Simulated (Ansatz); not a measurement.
Isomers of CH₄GeS, relaxed with PBE0-D4/def2-TZVP in Ansatz; electronic energies, one conformer each and not always the lowest. Functionals use def2-TZVPP; CBS adds triple-zeta CCSD(T) − MP2 to the MP2 limit of def2-TZVPP and def2-QZVPP.

Outer-core shells of Ge are correlated without core-valence functions. Scalar relativity is left out up to krypton. Spin–orbit coupling is left out.

Problem. Order them by energy at frozen-core CCSD(T)/CBS, lowest first. (Best estimate.)
A. `[CH2]1[S][GeH2]1`
B. `C[S][GeH]`
C. `S=[CH][GeH3]`

Solution. B (0.0 kcal/mol), A (10.1 kcal/mol), C (28.8 kcal/mol).

Problem. How do B3LYP-D4, B2PLYP, PBE-D4, PBE0-D4 place them (kcal/mol, against `C[S][GeH]`)? (An estimate is asked.)

Solution. Computed: 
| isomer | B3LYP-D4 | B2PLYP | PBE-D4 | PBE0-D4 |
| --- | --- | --- | --- | --- |
| `[CH2]1[S][GeH2]1` | 16.7 | 12.6 | 13.4 | 11.0 |
| `S=[CH][GeH3]` | 32.9 | 29.5 | 33.6 | 33.0 |

B3LYP here is the variant with VWN-RPA as its local correlation; programs differ in this.
